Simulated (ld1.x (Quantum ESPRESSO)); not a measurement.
Before and after: TM potential for palladium (Pd)

* Element: Pd (Z = 46)
* Generator: ld1.x (Quantum ESPRESSO) 7.5
* Type: norm-conserving Troullier–Martins (Kleinman–Bylander form)
* Functional: LDA (PZ)
* Relativity: scalar-relativistic
* Frozen core: [Kr]
* Valence charge: 10
* Reference configuration: 4d10 5s0 5p0
* Partial waves: 5p (bound, empty): rc 3.75 bohr; 4d (bound): rc 1.75 bohr; 5s (bound, empty): rc 1.90 bohr
* Local potential: the s channel
* Core correction: none

Change: wave 5s (bound): rc 1.90 bohr becomes 5s (bound): rc 2.14 bohr.

Cutoffs: the cutoffs (Ry, on a coarse ladder) from which the occupation-weighted sum of valence levels, in a spherical-Bessel basis at the reference potential, stays within 10 and 1 mRy of its value at 400 Ry; they do not see the model core or the augmentation charge, which bear on the density cutoff. Errors are all-electron minus pseudo energies relative to the spin-unpolarised reference configuration.

Predict the effect on cutoff, ghosts and configuration errors.

The potential gets neither clearly harder nor softer (55 Ry and 90 Ry → 55 Ry and 90 Ry); the number of tests that count goes from 9 to 8; of the 8 tests that both files solve, the error grows in 4 and shrinks in 2 by more than 15 % and 0.3 meV (median size 58.7 → 70.7 meV); neither file shows a bound ghost at the reference potential, the only one tested.

```csv
quantity,base,changed
"cutoff, loose",55 Ry,55 Ry
"cutoff, tight",90 Ry,90 Ry
bound ghosts,none,none
"tests counted (converged, no solver errors)",9 of 9,8 of 9
"error for 4d9 5s0 5p0, meV [ΔE 9.39 eV]",-45,-53
"error for 4d8 5s0 5p0, meV [ΔE 30.47 eV]",-292,-327
"error for 4d8 5s1 5p0, meV [ΔE 13.80 eV]",-240,-330
"error for 4d9.5 5s0 5p0, meV [ΔE 3.37 eV]",-8.0,-9.6
"error for 4d9 5s0 5p1, meV [ΔE 5.32 eV]",-59,-65
"error for 4d9 5s1 5p0, meV [ΔE 1.44 eV]",-58,-76
"error for 4d9 5s0 5p0 (spin-polarised), meV [ΔE 9.24 eV]",+53,+45
"error for 4d8 5s0 5p0 (spin-polarised), meV [ΔE 29.83 eV]",+168,+131
s: phases at 4.07 bohr within 0.05 rad from the reference energy up to (Ry; the scan ends near 5),0.9,1.1
p: phases at 4.07 bohr within 0.05 rad from the reference energy up to (Ry; the scan ends near 5),1.6,1.5
d: phases at 4.07 bohr within 0.05 rad from the reference energy up to (Ry; the scan ends near 5),0.5,0.5
```

Changed file: Tests not counted: 4d7 5s0 5p0 (solver errors, printed error -968 meV).
